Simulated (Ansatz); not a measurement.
`C#C[SiH2]O` → `C1=C[SiH2]O1`  (isomerisation)

Isolated molecules relaxed with PBE0-D4/def2-TZVP in Ansatz; ΔE leaves out vibrations. CCSD(T)/CBS is the MP2 limit (def2-TZVPP, def2-QZVPP) plus CCSD(T) − MP2 in def2-TZVPP, frozen cores. Functionals use def2-TZVPP. One conformer a species, not always the lowest.

| level | ΔE (kJ/mol) |
| --- | --- |
| B97M-V | 11.4 |
| PBE0-D4 | -0.1 |
| BHLYP-D4 | 29.0 |
| BHLYP | 30.1 |
| RPA@PBE/def2-TZVPP | 25.7 |
| HF/def2-TZVPP | 48.9 |
| MP2/def2-QZVPP | 38.5 |
| HF/CBS(def2) | 48.5 |

(1) What does CCSD(T)/CBS give? (An estimate is asked.)

(2) What do rigid-rotor, harmonic-oscillator terms from PBE0-D4/def2-TZVP frequencies (298.15 K, 1 bar) make of the CCSD(T)/CBS value? (Estimate.)

Largest T1 diagnostic among the species: 0.014.

Answers

(1) Computed: +33.7 kJ/mol. The listed levels differ from it by -22.3, -33.8, -4.7, -3.6, -8.0, 15.2, 4.8, 14.8 kJ/mol.

(2) Ansatz gave: ΔZPE = +6.7 kJ/mol, ΔH = +36.6 kJ/mol, ΔS = -29 J/(mol·K), ΔG = +45.3 kJ/mol.

In def2-TZVPP, CCSD(T) changes the Hartree–Fock value by −17.0 kJ/mol (the triples alone add −2.9 kJ/mol) and MP2 by −11.4 kJ/mol. Leaving LDA and LC-ωPBE aside and taking each functional with its dispersion term where it has one, the values, not all of them listed here, spread over 35.2 kJ/mol, from HSE06-D4 to B2PLYP. LDA lies −25.7 kJ/mol from PBE without D4.
